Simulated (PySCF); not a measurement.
## Correlation energy of Sn (tin, neutral)

[Kr] 4d10 5s1 5p3, high-spin 5S determinant (an excited configuration). Computed with PySCF 2.14 in aug-cc-pVQZ-PP with ECP28MDF (7s7p5d3f2g, 92 functions), with a scalar-relativistic core potential. Frozen: 4s2 4p6 4d10; 4 electrons correlated.

MP2 pair energies summed by pair of shells (mhartree):

| pair | energy | share (%) |
| --- | --- | --- |
| 5p-5p | -13.06 | 78.7 |
| 5s-5p | -3.54 | 21.3 |

Total MP2 correlation energy: -16.60 mhartree.

Same-spin part -16.60 and opposite-spin part 0.00 mhartree; SCS-MP2 scales them by 1/3 and 6/5 to -5.53 mhartree.
